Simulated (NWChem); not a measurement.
# Correlation energy of arsine (H3As)

```
As
H 1 1.5406
H 1 1.5406 2 91.12
H 1 1.5406 2 91.12 3 -91.15
```
Charge 0, spin multiplicity 1.

Program: NWChem. Structure: optimised with PBE/def2-SVP, a minimum by its harmonic frequencies.

Basis set: 3-21G. Each correlation energy counts from its own Hartree-Fock reference.

The Hamiltonian is non-relativistic. The correlated methods keep 9 core orbitals frozen. No row is a measurement; the coupled-cluster row has its own basis-set and correlation limits.

Task: For the correlation energy, MP2 gives -62.6 mHa and SCS-MP2 gives -70.4 mHa. What do CR-CCSD[T], CR-CCSD(T), CCSD give?

Result: CR-CCSD[T]: -85.8 mHa; CR-CCSD(T): -85.8 mHa; CCSD: -85.1 mHa.
